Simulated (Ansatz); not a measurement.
HIZn (SMILES [ZnH][I]) moved off its minimum; all values from Ansatz (a first-principles code), cores frozen in correlated methods. Elements past Kr take the def2 small-core potentials, without spin–orbit coupling.
(charge 0, multiplicity 1)
```xyz
3

Zn    -0.01183     0.14658    -1.51388
H     -0.03141     0.07162    -3.10105
I      0.05607    -0.02650     1.09655
```

Task: Give the forces (eV/Å), the total energy and the dipole at CCSD(T)/def2-TZVPPD.

Result: 
| atom | Fx | Fy | Fz |
|---|---|---|---|
| Zn1 | 0.040 | -0.263 | 0.469 |
| H2 | 0.000 | 0.124 | 0.844 |
| I3 | -0.040 | 0.138 | -1.312 |
Energy -2075.7295 hartree, dipole 1.85 D.
